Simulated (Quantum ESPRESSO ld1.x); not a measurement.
Values are calculated unless marked as measured or tabulated.
Species: Pr V. Configuration: [Xe] 5d1 (not the ground configuration). Code: ld1.x of Quantum ESPRESSO 7.5. Model: Dirac Kohn-Sham, revPBE, spin-unpolarised, spherical densities, point nucleus; open shells are shared between the two j in proportion to 2j + 1.

Radial electron density D(r) = 4 pi r^2 rho(r):

```
   r/bohr * D(r) (the largest magnitude, 102, reaches the edge; | marks zero)
 0.003059 |         *
 0.003533 |           *
 0.004048 |             *
 0.004675 |                *
 0.005399 |                   *
 0.006235 |                       *
 0.007144 |                          *
  0.00825 |                              *
 0.009528 |                                  *
    0.011 |                                     *
  0.01261 |                                        *
  0.01456 |                                         *
  0.01681 |                                          *
  0.01942 |                                         *
  0.02243 |                                        *
  0.02569 |                                      *
  0.02967 |                                     *
  0.03427 |                                     *
  0.03958 |                                      *
  0.04534 |                                          *
  0.05236 |                                              *
  0.06047 |                                                   *
  0.06984 |                                                      *
  0.08002 |                                                      *
  0.09241 |                                                  *
   0.1067 |                                             *
   0.1232 |                                         *
   0.1412 |                                        *
   0.1631 |                                          *
   0.1883 |                                              *
   0.2175 |                                               *
   0.2492 |                                           *
   0.2878 |                                 *
   0.3324 |                       *
   0.3838 |                 *
   0.4433 |                 *
   0.5079 |                  *
   0.5865 |                   *
   0.6774 |                 *
   0.7823 |             *
   0.8962 |        *
    1.035 |      *
    1.195 |    *
    1.381 |    *
    1.582 |   *
    1.827 |  *
     2.11 | *
    2.436 |*
    2.791 *
    3.223 *
    3.723 *
    4.299 *
    4.926 *
    5.689 *
```

D(r) has 4 maxima, at r = 0.0168, 0.0745, 0.209, 0.573 bohr, and minima at 0.0327, 0.138, 0.423 bohr, inside which lie 2.02, 11.21, 29.00 electrons.
